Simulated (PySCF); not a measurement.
Constitutional and geometric isomers with formula H4OSi2. Gas-phase values, no solvent. One relaxed conformer stands for each flexible species; it need not be the lowest. Strings in code marks are SMILES.

Quantity: electronic energy of isomers of H4OSi2 relative to `O=[SiH][SiH3]`, in kcal/mol.

Level 1: B3LYP-D3(BJ)/def2-TZVP // PBE0-D4/def2-TZVP (PySCF)
Level 2: PBE-D3(BJ)/def2-TZVP // PBE0-D4/def2-TZVP (PySCF)
Level 3: BP86/6-31G* // PBE0-D4/def2-TZVP (PySCF)
Level 4: frozen-core MP2/6-31G* // PBE0-D4/def2-TZVP (PySCF)

```csv
species,level 2,level 3,level 4
`O[SiH]=[SiH2]` (H–O–Si–Si torsion 29°),3.93,7.22,13.4
```

Question: What does level 1 give for each?

Answer: 
- `O[SiH]=[SiH2]` (H–O–Si–Si torsion 29°): 6.48
